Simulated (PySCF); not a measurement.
## [Ce(NH3)3]3+: from a saddle point downhill

PySCF 2.14.0, RKS PBE0, Ce lcecp-1-SVP with ECP47, N def2-SVP, H def2-SVP; non-relativistic Hamiltonian with scalar-relativistic core potentials where named; density fitting; no spin-orbit coupling. Relaxed within the symmetry of its start, the geometry (C3h) is

```xyz
13

Ce    0.0000    0.0000    0.0000
N     2.5405    0.0010    0.0000
H     2.9890   -0.4674    0.8080
H     2.9890   -0.4674   -0.8080
H     2.9894    0.9341    0.0000
N    -1.2711    2.1996    0.0000
H    -1.0897    2.8222    0.8080
H    -1.0897    2.8222   -0.8080
H    -2.3037    2.1219    0.0000
N    -1.2694   -2.2006    0.0000
H    -1.8993   -2.3548    0.8080
H    -1.8993   -2.3548   -0.8080
H    -0.6858   -3.0560    0.0000
```

and its lowest harmonic modes are -46, -44, -44, -38, 81, 81 cm⁻¹ (negative: unstable). It was moved along the lowest mode and relaxed again, within the group C3 that the move left.

Task: Where does it end, and how much lower?

Result: In C3, 0.029 eV lower, after 18 steps:
```xyz
13

Ce    0.0000    0.0000    0.7514
N     2.4220   -0.0008    0.0059
H     3.1048   -0.2563    0.7427
H     2.6658   -0.6504   -0.7630
H     2.7879    0.9056   -0.3363
N    -1.2103    2.0979    0.0059
H    -1.3304    2.8170    0.7427
H    -0.7696    2.6339   -0.7630
H    -2.1782    1.9616   -0.3363
N    -1.2117   -2.0971    0.0059
H    -1.7744   -2.5607    0.7427
H    -1.8962   -1.9834   -0.7630
H    -0.6097   -2.8672   -0.3363
```

Task: How do the contacts change?

Result: 
```csv
contact,saddle (Å),end (Å)
Ce1–N2 (NH3),2.540,2.534
Ce1–N6 (NH3),2.540,2.534
Ce1–N10 (NH3),2.540,2.534
```


No frequency check is given for the end, and other unstable modes may remain.

An lcecp potential fixes the number of 4f electrons, so in runs with it no electron can move into or out of that shell.

State: singlet in the valence, with the 4f electrons in the core potential.
